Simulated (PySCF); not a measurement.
## Calculated data, BGeH₅NSi, CH₇GeNSi, CH₈GeSi₂, CH₈Ge₂Si and others

All values are calculated (PySCF 2.14.0). Calculation on a computer-drawn molecule: the log of a Hartree-Fock and frozen-core CCSD(T) single point meant for a local Hartree-Fock minimum, with one planted fault or none, to be diagnosed. Offsets are logged minus clean, where the clean run is the same molecule without the fault. The reference is restricted for singlets and unrestricted otherwise, and also for a bond in bohr or an excited solution. Adding or removing an electron swaps singlet and doublet. The excited solution moves the top pair (singlet) or top alpha electron (doublet) to the lowest empty orbital. Highest occupied and lowest empty are orbital energies over both spins, largest force is the largest gradient component, triples share is (T) over the correlation energy, the T1 limit is 0.02 restricted and 0.045 unrestricted, electrons count all cores, a negative frequency is imaginary (commonest isotopes), and the dipole is about the centre of nuclear charge; on germanium a core potential holds 10 electrons, which the energies leave out, and 3d is frozen in MP2 and coupled-cluster steps.

Common to all runs: meant multiplicity 1; meant basis cc-pV(D+d)Z; meant basis and core potential on germanium cc-pVDZ-PP ECP10MDF; logged SCF converged yes; possible faults no fault, one electron removed, one electron added, multiplicity raised by two, geometry at a saddle point, SCF held on an excited solution, minimal basis STO-3G, one bond length entered in bohr, all coordinates scaled.

```yaml
- entry: 1
  formula: BGeH5NSi
  logged_structure:
    atoms_angstrom:
      - [Si, -1.8805, -1.3423, 1.464]
      - ["N", -0.9838, -0.0429, 1.3622]
      - [B, -0.4394, 1.189, 1.2951]
      - [Ge, 1.6829, 0.986, 1.0937]
      - [H, -2.1552, -1.9783, 2.7507]
      - [H, -2.3938, -2.008, 0.2686]
      - [H, -0.9237, 2.2745, 1.3286]
      - [H, 2.4204, 0.7412, -0.2215]
      - [H, 2.6577, 0.7707, 2.2499]
  given:
    meant_charge: 1
    logged_electrons: 62
    logged_basis_functions: 99
    logged_spin_squared: 0.0
    "logged_highest_occupied [eV]": -9.6668
    "logged_lowest_empty [eV]": -8.6211
    "logged_largest_force [hartree/bohr]": 0.13723
    logged_CC_converged: "no"
    "logged_dipole_magnitude [debye]": 9.9306
    logged_SCF_stable_within_its_kind: "no"
    "logged_energy_HF [hartree]": -663.7794
    drawn_bonds_atom: [1, 2, 3, 1, 1, 3, 4, 4]
    drawn_bonds_other_atom: [2, 3, 4, 5, 6, 7, 8, 9]
    drawn_bonds_order: [2, 1, 1, 1, 1, 1, 1, 1]
  results:
    planted_fault: "SCF held on an excited solution"
    "HF_energy_offset_from_clean_run [kcal/mol]": 200.7
  notes: ["CCSD not converged"]
- entry: 2
  formula: CH7GeNSi
  logged_structure:
    atoms_angstrom:
      - [Si, -0.0856, -0.3177, 2.1165]
      - ["N", -0.3472, -0.7057, 0.6274]
      - [C, -1.3159, -0.5836, -0.4114]
      - [Ge, -0.6933, 0.7347, -1.7489]
      - [H, -0.9891, 0.4136, 3.0314]
      - [H, 1.1825, -0.6871, 2.7548]
      - [H, -2.3139, -0.2835, -0.0689]
      - [H, -1.4288, -1.5364, -0.9374]
      - [H, -1.7184, 0.8793, -2.8873]
      - [H, 0.6503, 0.2989, -2.3416]
      - [H, -0.5188, 2.1005, -1.0679]
  given:
    meant_charge: 0
    logged_electrons: 66
    logged_basis_functions: 109
    logged_spin_squared: 0.0
    "logged_highest_occupied [eV]": -8.9992
    "logged_lowest_empty [eV]": 2.0139
    "logged_largest_force [hartree/bohr]": 7.6784e-06
    "logged_lowest_frequency [cm^-1]": 74.067
    logged_T1_diagnostic: 0.015739
    logged_D1_diagnostic: 0.056406
    logged_triples_share: 0.032661
    logged_CC_converged: "yes"
    "logged_dipole_magnitude [debye]": 2.1866
    logged_SCF_stable_within_its_kind: "yes"
    "logged_energy_HF [hartree]": -678.63951
    "logged_energy_CCSD(T) [hartree]": -679.22318
    drawn_bonds_atom: [1, 2, 3, 1, 1, 3, 3, 4, 4, 4]
    drawn_bonds_other_atom: [2, 3, 4, 5, 6, 7, 8, 9, 10, 11]
    drawn_bonds_order: [2, 1, 1, 1, 1, 1, 1, 1, 1, 1]
  results:
    planted_fault: "no fault"
    "HF_energy_offset_from_clean_run [kcal/mol]": 0.0
    "CCSD(T)_energy_offset_from_clean_run [kcal/mol]": 0.0
- entry: 3
  formula: CH8GeSi2
  logged_structure:
    atoms_angstrom:
      - [Si, -0.0419, 0.7835, 2.4014]
      - [C, 1.0282, 0.7757, 1.0878]
      - [Ge, 0.5665, 1.1332, -0.7649]
      - [Si, 0.9945, -0.7903, -2.1518]
      - [H, -1.4737, 1.0925, 2.2654]
      - [H, 0.3631, 0.4806, 3.7847]
      - [H, 2.0708, 0.5352, 1.2832]
      - [H, -0.9237, 1.5046, -0.844]
      - [H, 1.3761, 2.3287, -1.2969]
      - [H, 0.1291, -1.9212, -1.7366]
      - [H, 2.412, -1.2089, -2.0193]
      - [H, 0.7256, -0.4877, -3.5794]
  given:
    meant_charge: 0
    logged_electrons: 74
    logged_basis_functions: 123
    logged_spin_squared: 0.0
    "logged_highest_occupied [eV]": -8.5281
    "logged_lowest_empty [eV]": 1.9447
    "logged_largest_force [hartree/bohr]": 1.8909e-05
    "logged_lowest_frequency [cm^-1]": 54.33
    logged_T1_diagnostic: 0.014104
    logged_D1_diagnostic: 0.044919
    logged_triples_share: 0.032894
    logged_CC_converged: "yes"
    "logged_dipole_magnitude [debye]": 1.7715
    logged_SCF_stable_within_its_kind: "yes"
    "logged_energy_HF [hartree]": -913.71259
    "logged_energy_CCSD(T) [hartree]": -914.23889
    drawn_bonds_atom: [1, 2, 3, 1, 1, 2, 3, 3, 4, 4, 4]
    drawn_bonds_other_atom: [2, 3, 4, 5, 6, 7, 8, 9, 10, 11, 12]
    drawn_bonds_order: [2, 1, 1, 1, 1, 1, 1, 1, 1, 1, 1]
  results:
    planted_fault: "no fault"
    "HF_energy_offset_from_clean_run [kcal/mol]": 0.0
    "CCSD(T)_energy_offset_from_clean_run [kcal/mol]": 0.0
- entry: 4
  formula: CH8Ge2Si
  logged_structure:
    atoms_angstrom:
      - [Si, -0.5292, 0.2674, 0.3202]
      - [C, -0.2343, -1.1817, 1.1494]
      - [Ge, -1.3134, -1.675, 2.694]
      - [Ge, 1.1893, -2.3794, 0.5728]
      - [H, -1.5854, 1.2234, 0.6949]
      - [H, 0.2426, 0.7089, -0.8542]
      - [H, -2.3685, -0.5941, 2.9678]
      - [H, -2.0272, -3.0122, 2.4496]
      - [H, -0.4316, -1.8325, 3.941]
      - [H, 1.9057, -1.7964, -0.6533]
      - [H, 0.6204, -3.7571, 0.2043]
      - [H, 2.2159, -2.5789, 1.6969]
  given:
    meant_charge: 0
    logged_electrons: 92
    logged_basis_functions: 123
    logged_spin_squared: 2.0304
    "logged_highest_occupied [eV]": -6.2144
    "logged_lowest_empty [eV]": 0.057263
    "logged_largest_force [hartree/bohr]": 0.10945
    logged_T1_diagnostic: 0.014292
    logged_D1_diagnostic: 0.057228
    logged_triples_share: 0.027272
    logged_CC_converged: "yes"
    "logged_dipole_magnitude [debye]": 1.3131
    logged_SCF_stable_within_its_kind: "yes"
    "logged_energy_HF [hartree]": -918.07009
    "logged_energy_CCSD(T) [hartree]": -918.55669
    drawn_bonds_atom: [1, 2, 2, 1, 1, 3, 3, 3, 4, 4, 4]
    drawn_bonds_other_atom: [2, 3, 4, 5, 6, 7, 8, 9, 10, 11, 12]
    drawn_bonds_order: [2, 1, 1, 1, 1, 1, 1, 1, 1, 1, 1]
  results: {}
- entry: 5
  formula: GeH3NSi
  logged_structure:
    atoms_angstrom:
      - [Si, 1.1799, 0.8852, -1.7945]
      - ["N", 0.4931, 1.5005, -0.535]
      - [Ge, -0.1042, 2.1996, 1.0145]
      - [H, 1.8017, 1.6782, -2.8686]
      - [H, 1.2803, -0.5602, -2.0593]
      - [H, -1.6249, 2.389, 0.5601]
  given:
    meant_charge: 0
    logged_electrons: 56
    logged_basis_functions: 75
    logged_spin_squared: 0.0
    "logged_highest_occupied [eV]": -8.1276
    "logged_lowest_empty [eV]": 1.5439
    "logged_largest_force [hartree/bohr]": 7.7647e-06
    "logged_lowest_frequency [cm^-1]": 100.41
    logged_T1_diagnostic: 0.023721
    logged_D1_diagnostic: 0.069451
    logged_triples_share: 0.037554
    logged_CC_converged: "yes"
    "logged_dipole_magnitude [debye]": 2.8029
    logged_SCF_stable_within_its_kind: "yes"
    "logged_energy_HF [hartree]": -638.46242
    "logged_energy_CCSD(T) [hartree]": -638.85297
    drawn_bonds_atom: [1, 2, 1, 1, 3]
    drawn_bonds_other_atom: [2, 3, 4, 5, 6]
    drawn_bonds_order: [2, 1, 1, 1, 1]
  results: {}
  notes: ["T1 above single-reference limit"]
```

Questions
1. Which fault was planted in the run of CH₈Ge₂Si (entry 4)?
2. Give the missing planted fault for GeH₃NSi (entry 5).

Answers
1. multiplicity raised by two
2. no fault

Further results for CH₈Ge₂Si (entry 4):

- HF energy offset from clean run: 47.15 kcal/mol
- CCSD(T) energy offset from clean run: 69.73 kcal/mol

Further results for GeH₃NSi (entry 5):

* HF energy offset from clean run: 0 kcal/mol
* CCSD(T) energy offset from clean run: 0 kcal/mol
